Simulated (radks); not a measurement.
Problem. Neutral chlorine, configuration [Ne] 3s2 3p5. All-electron calculation, non-relativistic Kohn-Sham, PBE, spin-unpolarised, spherical densities, point nucleus; hard spherical wall at 7 bohr. Program: a radial shooting solver on a logarithmic mesh with Libxc functionals. Some entries of the table are withheld. Estimate them.

| orbital | occ. | eigenvalue (eV) | <1/r> (bohr^-1) | <r^2> (bohr^2) |
|---|---|---|---|---|
| 1s | 2 | (1) | 16.55 | 0.01123 |
| 2s | 2 | -250.8853 | 3.285 | (2) |
| 2p | 6 | -191.4790 | 3.198 | 0.2070 |
| 3s | 2 | -20.4584 | (3) | 2.769 |
| 3p | 5 | -8.5397 | 0.7452 | (4) |
| 4s | 0 | 1.8715 | 0.3154 | 17.75 |
| 3d | 0 | 4.4423 | (5) | 13.89 |
| 4p | 0 | 4.6927 | 0.3226 | 19.39 |

Solution. 
(1) 1s eigenvalue (eV): -2740.391
(2) 2s <r^2> (bohr^2): 0.2367
(3) 3s <1/r> (bohr^-1): 0.8961
(4) 3p <r^2> (bohr^2): 4.053
(5) 3d <1/r> (bohr^-1): 0.3508
